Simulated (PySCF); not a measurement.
**Core-level binding energies of trans-Si(NH3)2Cl4**

Compound: trans-Si(NH3)2Cl4.
Cartesian coordinates in Å at the PBE0-D3(BJ)/def2-SVP level; atoms count from 1:
```
atom  x, y, z in Å
Si1    0.0031   -0.0050    0.0019
N2    -0.0245   -0.0272    1.9569
H3    -0.4725    0.8271    2.2954
H4     0.9382   -0.0700    2.3011
H5    -0.5432   -0.8474    2.2779
N6     0.0288    0.0172   -1.9533
H7     0.5278    0.8503   -2.2729
H8    -0.9354    0.0427   -2.2951
H9     0.4935   -0.8262   -2.2962
Cl10   2.1862   -0.0317   -0.0026
Cl11  -2.1797    0.0261    0.0066
Cl12   0.0336    2.1787    0.0243
Cl13  -0.0253   -2.1868   -0.0220
```

Method used: delta-SCF UKS SCAN, pcX-2 on the ionised atom, pcseg-1 elsewhere, spin-free X2C (PySCF). Binding energies are ΔSCF values: E(core-ionised, relaxed orbitals) − E(ground state) at a fixed geometry, referred to the vacuum level.

List the computed XPS lines with their assignment.

| atom(s) | environment | level | binding energy (eV) | 2p1/2 (eV) | count |
| --- | --- | --- | --- | --- | --- |
| Cl10/Cl11/Cl12/Cl13 | chlorine bonded to Si | Cl 1s | 2827.57 | – | 4 |
| Si1 | silicon bonded to 4 Cl and 2 N | Si 1s | 1849.70 | – | 1 |
| N2/N6 | nitrogen bonded to Si and 3 H | N 1s | 408.07 | – | 2 |
| Cl10/Cl11/Cl12/Cl13 | chlorine bonded to Si | Cl 2p3/2 | 204.99 | 206.64 | 4 |
| Si1 | silicon bonded to 4 Cl and 2 N | Si 2p3/2 | 109.32 | 109.95 | 1 |

Which photon energy gives electrons from Si 1s of Si1 a kinetic energy of 150 eV, and what is their de Broglie wavelength?

hν = 1849.70 + 150 = 1999.70 eV, recoil neglected; λ = 12.264 Å/√(E/eV) = 1.00 Å.

Topologically equivalent atoms share the value of their first member; where this conformer doesn't relate them by symmetry, their own values could differ. The 2p values aren't plain energy differences: one relaxed spin-free 2p hole is combined with a matrix within the shell (ground-state 2p orbital-energy differences and spin–orbit coupling). 2p3/2, the mean of its two sublevels, lies a third of the splitting below the shell's mean and 2p1/2 two thirds above it; the statistical areas are 2:1. 2p1/2 minus 2p3/2 (ligand field included): Si 0.63 eV, Cl 1.65 eV. Isolated species at its PBE0-D3(BJ)/def2-SVP geometry, gas phase.

Hardware: Arm Neoverse V1, one thread, shared host with 32 logical CPUs at a one-minute load of 22. Cost: 49 s, 0.71 GiB resident at most.
